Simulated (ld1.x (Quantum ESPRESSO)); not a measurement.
niobium (Nb): one change to a TM semilocal potential, before and after

ld1.x (Quantum ESPRESSO) 7.5 input, shortened:

```
&input
   title='Nb', zed=41., rel=1, dft='BLYP', iswitch=3,
   config='[Kr] 4d4 5s0.75 5p0'
 /
 &inputp
   pseudotype=1, tm=.true., lloc=1,
   nlcc=.true., rcore=1.30
 /
3
5S  1  0   0.75   0.00  2.50  2.50  0.0
4D  3  2   4.00   0.00  1.70  1.70  0.0
5P  2  1   0.00   0.00  4.20  4.20  0.0
 &test
   configts(1)='4d4 5s0.75 5p0'
 /
```

Change: wave 4d (bound): rc 1.70 bohr becomes 4d (bound): rc 2.32 bohr.

Cutoffs: the cutoffs (Ry, on a coarse ladder) from which the occupation-weighted sum of valence levels, in a spherical-Bessel basis at the reference potential, stays within 10 and 1 mRy of its value at 400 Ry; they do not see the model core or the augmentation charge, which bear on the density cutoff. Errors are all-electron minus pseudo energies relative to the spin-unpolarised reference configuration.

**Question.** How do hardness, ghosts and transferability respond?

**Answer.** The potential gets softer (35 Ry and 45 Ry → 30 Ry and 35 Ry); the errors of the 7 common tests hardly move; the range in which the d phases agree narrows (upper end at the end of the scan → 2.4); neither file shows a bound ghost. A larger radius leaves more room for a smooth pseudo-wave, so fewer plane waves are needed. A semilocal file is local in each channel, so a ghost entry of none says nothing of the separable form that plane-wave codes build from it.

| quantity | base | changed |
| --- | --- | --- |
| cutoff, loose | 35 Ry | 30 Ry |
| cutoff, tight | 45 Ry | 35 Ry |
| loose cutoff by channel (10 mRy a level) | s 6 Ry, d 30 Ry | s 6 Ry, d 25 Ry |
| bound ghosts | none | none |
| error for 4d4 5s1 5p0, meV [ΔE -1.15 eV] | -0.3 | -0.2 |
| error for 4d4 5s0 5p0, meV [ΔE 5.52 eV] | -6.9 | -6.5 |
| error for 4d3 5s0 5p0, meV [ΔE 19.51 eV] | -63 | -67 |
| error for 4d4.5 5s0.5 5p0, meV [ΔE -0.55 eV] | -6.2 | -6.4 |
| error for 4d3 5s2 5p0, meV [ΔE -1.72 eV] | -66 | -63 |
| error for 4d4 5s0.5 5p0, meV [ΔE 1.49 eV] | -0.9 | -0.9 |
| error for 4d1 5s0 5p0, meV [ΔE 80.97 eV] | -1475 | -1411 |
| s: phases at 4.56 bohr within 0.05 rad from the reference energy up to (Ry; the scan ends near 5) | 0.6 | 0.6 |
| p: phases at 4.56 bohr within 0.05 rad from the reference energy up to (Ry; the scan ends near 5) | 0.9 | 0.9 |
| d: phases at 4.56 bohr within 0.05 rad from the reference energy up to (Ry; the scan ends near 5) | to the end of the scan | 2.4 |
